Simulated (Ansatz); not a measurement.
Total energies of Li8Cl8 (started as a model of: 2x2x4 LiCl rock-salt block) from Ansatz at PBE-D4/def2-SVP, gas phase (1 Eh = 27.2114 eV = 2625.5 kJ/mol). The reference geometry is relaxed at PBE0-D4/def2-SVP.

```xyz
16

Li    0.158   -3.356    1.464
Cl   -0.642   -1.215    1.745
Li   -1.052    1.058    1.282
Cl   -1.757    3.311    1.340
Cl   -0.624   -3.880   -0.636
Li   -1.008   -1.549   -0.673
Cl   -1.888    0.611   -0.998
Li   -2.038    2.908   -0.908
Cl    2.399   -2.979    1.103
Li    1.607   -0.770    0.831
Cl    1.324    1.568    0.850
Li    0.349    3.619    0.464
Li    1.531   -3.170   -1.020
Cl    1.206   -0.964   -1.597
Li    0.452    1.262   -1.439
Cl   -0.018    3.547   -1.806
```

```
                 state   geometry  energy (Eh)
      charge 0 singlet  reference  -3740.00924
     charge -1 doublet  reference  -3740.01256
free Li atom (doublet)          –     -7.45390
free Cl atom (doublet)          –   -459.79702
```

Problem. Work out the vertical electron affinity, to the doublet.

Solution. E(charge 0 singlet) − E(charge -1 doublet) = -3740.00924 − (-3740.01256) = 0.00332 Eh = 0.09 eV; so near zero that its sign isn't settled. The basis lacks diffuse functions, which makes affinities too small.

Problem. What is the binding energy per atom against free atoms?

Solution. Atoms: 8 × (-7.45390) + 8 × (-459.79702) = -3738.00736 Eh. Binding: -3738.00736 − (-3740.00924) = 2.00188 Eh = 54.47 eV, or 3.40 eV for each of 16 atoms (no zero-point energy, no counterpoise term).

At PBE-D4/def2-SVP the highest occupied level of the charge -1 doublet lies above zero (up to 1.02 eV). Energy differences disagree on whether the electron is bound (positive means bound): 0.09 eV (vertical, to the charge 0 singlet, at PBE-D4/def2-SVP), but -0.13 eV at PBE0-D4/def2-SVP.
